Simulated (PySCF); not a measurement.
Species: C6H6O.
SMILES: `C1[C@H]2C=C[C@H](O2)C=1`

Linear response at PBE0/def2-SVPD (PySCF, frozen core in the response, non-relativistic). Isolated species at its PBE0-D3(BJ)/def2-SVP geometry, gas phase.

Static isotropic polarisability: 63.69 au (9.44 Å³), principal values 53.3, 64.6, 73.2 au.

**Question.** What is the polarisability at 1064 nm and at the sodium D line?

**Answer.** 64.19 au at 1064 nm (+0.8 %), 65.35 au at 589.3 nm (+2.6 %). The rise at 589.3 nm is 3.37 times that at 1064 nm; a pure ω² law gives 3.26. The lowest singlet lies at 267 nm, shorter than both wavelengths.

**Question.** What is the isotropic C6 coefficient between two such molecules, C6 = (3/π)∫α(iω)² dω?

**Answer.** 1780 au (Eh·bohr⁶) by a ten-point quadrature over imaginary frequencies, which is 1060 eV·Å⁶ or 103 J·nm⁶/mol.

**Question.** Which effective excitation energy ω̄ makes London's formula C6 = (3/4)α²ω̄ exact here?

**Answer.** ω̄ = 4·C6/(3α²) = 0.585 Eh = 15.9 eV. A one-pole form α(ω) = α/(1 − ω²/ω̄²) fitted to the 1064 nm value gives 13.3 eV. London's choice of the ionisation energy (8.61 eV, ΔSCF at the same level) gives C6 = 963 au, 46 % too low.

**Question.** What three-body coefficient follows from the one-pole estimate C9 = (3/4)·α·C6?

**Answer.** 85000 au. This is an estimate from the two numbers above, not a computed integral.

**Question.** What n − 1 at the D line would an ideal gas of it have at 273.15 K and 1 atm (2.6868 × 10¹⁹ cm⁻³), by n − 1 = 2π·N·α′?

**Answer.** 16.35 × 10⁻⁴, a formal value whether or not that pressure can be reached.

**Question.** What molar refraction at the D line follows from R = (4π/3)·N_A·α′, with α′ the polarisability volume?

**Answer.** α′ = 9.68 Å³ gives R = 24.43 cm³/mol, for isolated, non-vibrating species.
